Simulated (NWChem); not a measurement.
**Ionisation of I (+1)**

```
I
```
Charge +1, spin multiplicity 3.

The numbers come from NWChem runs, not from measurements.

Basis set: def2-TZVP. −ε marks an orbital energy of the parent.

Effective core potentials replace the inner electrons of I; spin-orbit coupling is left out. B3LYP has NWChem's definition, with VWN1-RPA local correlation. The stability of the SCF solutions was not checked. Open-shell Hartree-Fock references start from PBE0 orbitals.

Question: One of these methods gave a first vertical ionisation energy of 16.83 eV. Which?
A. −ε(beta HOMO) of HF
B. −ε(beta HOMO) of B3LYP
C. −ε(beta HOMO) of M06-2X
D. −ε(beta HOMO) of PBE

Answer: C, −ε(beta HOMO) of M06-2X. The others give 15.55 (−ε(beta HOMO) of B3LYP), 14.54 (−ε(beta HOMO) of PBE), 18.38 (−ε(beta HOMO) of HF).
